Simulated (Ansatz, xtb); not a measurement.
# Relaxing a trial structure of CH4Al2N

The starting geometry of this gas-phase doublet was built from a drawn formula by distance geometry and a force field; its bonds are those of `C=[N][AlH][AlH]`.

```yaml
atoms:
  - { symbol: C, position_ang: [-0.2287, 1.7243, 1.7889] }
  - { symbol: Al, position_ang: [1.0147, 1.4717, -0.6998] }
  - { symbol: Al, position_ang: [-0.1450, 3.2839, -1.8648] }
  - { symbol: N, position_ang: [0.6122, 1.0715, 1.1130] }
  - { symbol: H, position_ang: [-0.7866, 2.5956, 1.3434] }
  - { symbol: H, position_ang: [-0.4264, 1.4827, 2.8212] }
  - { symbol: H, position_ang: [2.0701, 0.5427, -1.4933] }
  - { symbol: H, position_ang: [-1.2023, 4.2136, -1.0697] }
```

Question: Predict what it relaxes into with r2SCAN-D4/def2-SVP.

Answer: It keeps its bonds, and is `C=[N][AlH][AlH]`.

The energy falls by 0.80 eV over 22 steps:

| step | E − E(last) (eV) |
| --- | --- |
| 1 | 0.801 |
| 3 | 0.560 |
| 6 | 0.453 |
| 8 | 0.366 |
| 10 | 0.187 |
| 13 | 0.049 |
| 15 | 0.004 |
| 17 | 0.001 |
| 20 | 0.000 |
| 22 | 0.000 |

Final geometry (Å):

```xyz
8

C    -0.0750    1.5299    2.1693
Al    0.8098    1.7717   -0.7051
Al   -0.8300    2.9994   -2.2562
N     0.3055    1.6018    0.9786
H     0.2870    2.2239    2.9610
H    -0.8010    0.7636    2.5230
H     2.0904    0.9265   -1.1302
H    -0.8785    4.5692   -2.6015
```

From the same start GFN2-xTB ends elsewhere, at `[CH2][N]1[AlH][AlH]1`.

No frequencies were run, so the end isn't proven a minimum. Open shells are spin-unrestricted. Run with Ansatz 0.2.0, 2.4 min on 2 threads of Arm Neoverse V1, on a shared host.
